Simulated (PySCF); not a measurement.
Species: [CrOS3]2- (charge -2 and singlet state).
Bonds: Cr1–O2, Cr1–S3, Cr1–S4, Cr1–S5.

Computed, not measured: PBE0-D3(BJ)/def2-SVP geometry optimisation, gas phase (PySCF 2.14.0).

List the bond lengths and angles at this level.

| bond | length (Å) |
| --- | --- |
| Cr1–O2 | 1.564 |
| Cr1–S3, Cr1–S4, Cr1–S5 | 2.092 |

Bonds in one row agree within 0.01 Å and their mean is given. A selection of angles:
| angle | degrees |
| --- | --- |
| O2–Cr1–S3 | 108.4 |
| O2–Cr1–S4 | 108.6 |
| S3–Cr1–S4 | 110.4 |
| S4–Cr1–S5 | 110.6 |

Cr1 (chromium bonded to O and 3 S) is tetrahedral (angles from 108.4° to 110.6°). All 3 Cr–S bonds measure 2.090 to 2.093 Å.

Point group: C3v (every atom within 0.08 Å of its image). Stationary, but not proved a minimum. Whether so highly charged an anion holds all its electrons in the gas phase wasn't checked; a finite basis holds them in any case. The ion is multiply charged and computed without counter-ions or solvent. The geometry's basis has no diffuse functions, a weakness for an anion.
The closed-shell solution of the metal species wasn't tested for stability.
